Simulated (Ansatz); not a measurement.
`F[SiH2]C(F)S` + `CN[SiH](O)O` → `CN([SiH2]F)[SiH](O)O` + `FCS`  (ligand exchange at the Si–C bond)

Isolated molecules relaxed with PBE0-D4/def2-TZVP in Ansatz; ΔE leaves out vibrations. CCSD(T)/CBS adds triple-zeta CCSD(T) − MP2 to the extrapolated MP2 energy (def2 sets, frozen cores). DFT in def2-TZVPP. B3LYP here is the variant with VWN-RPA as its local correlation; programs differ in this. One conformer a species, not always the lowest.

```
        level  ΔE (kcal/mol)
       B2PLYP          -20.9
       r2SCAN          -20.4
        B3LYP          -19.5
MP2/CBS(def2)          -21.9
```

(1) What does CCSD(T)/CBS give? (Estimate.)

Largest T1 diagnostic among the species: 0.012.

Results:

(1) Ansatz gave: -21.3 kcal/mol. The listed levels differ from it by 0.4, 0.9, 1.8, -0.6 kcal/mol.

The D4 term adds −1.4 kcal/mol with B3LYP and −0.8 kcal/mol with PBE0; it sums over pairs of atoms, weighted by their polarisabilities, and B3LYP, whose exchange is more repulsive, gets the larger term. From PBE to PBE0 (25 % exact exchange), in def2-TZVPP and without D4, ΔE moves by −1.4 kcal/mol.
